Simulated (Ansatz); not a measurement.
`C[SiH2][AlH][F]` + `[NH2][SnH3]` → `C[SiH2][NH][SnH3]` + `[F][AlH2]`  (cleavage of the Si–Al bond)

Calculated with Ansatz (gas phase, PBE0-D4/def2-TZVP geometries, no zero-point term in ΔE). CCSD(T)/CBS is the MP2 limit (def2-TZVPP, def2-QZVPP) plus CCSD(T) − MP2 in def2-TZVPP, frozen cores. This one scheme is used for every species. DFT in def2-TZVPP. Elements past krypton have def2 core potentials. For Sn outer-core shells are correlated without core-valence functions, which leaves a few kJ/mol of doubt a bond. One conformer a species, not always the lowest.

```json
{"level": "PBE0-D4", "ΔE (kJ/mol)": "-48.3"}
{"level": "PBE0", "ΔE (kJ/mol)": "-42.9"}
{"level": "HF/def2-TZVPP", "ΔE (kJ/mol)": "-73.7"}
{"level": "CCSD/def2-TZVPP", "ΔE (kJ/mol)": "-65.0"}
{"level": "CCSD(T)/def2-TZVPP", "ΔE (kJ/mol)": "-63.9"}
{"level": "SCS-MP2/def2-QZVPP", "ΔE (kJ/mol)": "-75.9"}
{"level": "MP2/CBS(def2)", "ΔE (kJ/mol)": "-77.0"}
{"level": "CCSD/CBS(def2)", "ΔE (kJ/mol)": "-67.4"}
```

Q: What does CCSD(T)/CBS give? (Estimate.)

A: The calculation gave: -66.3 kJ/mol. The listed levels differ from it by 18.0, 23.4, -7.4, 1.3, 2.4, -9.6, -10.7, -1.1 kJ/mol.

Largest T1 diagnostic among the species: 0.013.

From PBE to PBE0 (25 % exact exchange), in def2-TZVPP and without D4, ΔE moves by −9.1 kJ/mol. The D4 term adds −10.0 kJ/mol with B3LYP and −5.5 kJ/mol with PBE0; it sums over pairs of atoms, weighted by their polarisabilities, and B3LYP, whose exchange is more repulsive, gets the larger term.

B3LYP here is the variant with VWN-RPA as its local correlation; programs differ in this.
